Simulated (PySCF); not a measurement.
Dipole moment and polarisability of `C#C[C@@H]1C(=O)[SiH2][C@@H]1C=O`

C6H6O2Si.
Atom-mapped SMILES: `[CH:1]#[C:2][C@@H:3]1[C:4](=[O:5])[SiH2:6][C@@H:7]1[CH:8]=[O:9]` (hydrogens: H10 on C1; H11 on C3; H12, H13 on Si6; H14 on C7; H15 on C8)

Structure used (GFN2-xTB), in Å, numbered top down from 1:
```
atom  x, y, z in Å
C1     2.638    0.060   -0.548
C2     1.455    0.153   -0.713
C3     0.036    0.343   -0.903
C4    -0.354    1.676   -0.232
O5    -0.250    2.787   -0.663
Si6   -1.146    0.793    1.303
C7    -0.863   -0.584   -0.052
C8    -0.296   -1.838    0.471
O9    -0.945   -2.771    0.873
H10    3.673   -0.050   -0.423
H11   -0.187    0.319   -1.973
H12   -2.528    1.073    1.668
H13   -0.243    0.694    2.442
H14   -1.805   -0.798   -0.560
H15    0.811   -1.849    0.519
```

Level: B3LYP/def2-SVPD (PySCF), static field, nuclei fixed, core orbitals frozen in the response. The polarisability tensor in these axes (au):

```
x   107.81  -1.32 -11.91
y    -1.32 104.34  -5.79
z   -11.91  -5.79  86.43
```

Task: Give the principal values, the mean and the anisotropy Δα = √{½[(α1 − α2)² + (α2 − α3)² + (α1 − α3)²]}.

Result: Principal values 79.74, 105.55 and 113.29 au; mean 99.53 au = 14.75 Å³ = 16.41 × 10⁻⁴⁰ C²·m²/J; Δα = 30.43 au (31 % of the mean).

Task: What is the dipole moment, and where does it point?

Result: (0.40, 0.73, 0.18) D, 0.85 D in size, pointing from the negative to the positive side. Measured along this direction, the outermost atoms are O9 at the negative end and O5 at the positive end.

Task: Along which axes do the principal values lie, and how far do the nuclei extend along each?

Result: Largest value along (0.89, 0.14, -0.43), where the nuclei span 6.27 Å; middle along (-0.23, 0.96, -0.15), 5.42 Å; least along (0.39, 0.23, 0.89), 4.00 Å. The response follows the extents in order.

Task: Find the Langevin capture rate constant for H3O+ (19.018 u) meeting this molecule (138.014 u), k = 2.342 × 10⁻⁹ cm³/s × √(α in Å³ / reduced mass in u).

Result: The reduced mass is 16.72 u, so k = 2.20 × 10⁻⁹ cm³/s. The formula leaves out the permanent dipole, which adds to the capture rate.

Task: Refractivity n − 1 of an ideal gas of it at 298.15 K and 1 atm, from the electronic α?

Result: N = p/kT = 2.4615 × 10¹⁹ cm⁻³, so n − 1 = 2π × N × 14.75 × 10⁻²⁴ cm³ = 2281 × 10⁻⁶ at long wavelengths.

Task: Molar refractivity from α?

Result: Lorentz–Lorenz: R = (4π/3)N_A α = 2.5225 cm³/(mol·Å³) × 14.75 Å³ = 37.2 cm³/mol, in the limit of long wavelengths.

One conformer (not necessarily the lowest) at the GFN2-xTB geometry, without solvent, vibrations or thermal averaging.

These values come from a run that also computed excited states. Hardware: Arm Neoverse N1, one thread, no GPU, shared host. Cost: 87 s of wall time, 0.97 GiB resident at most.
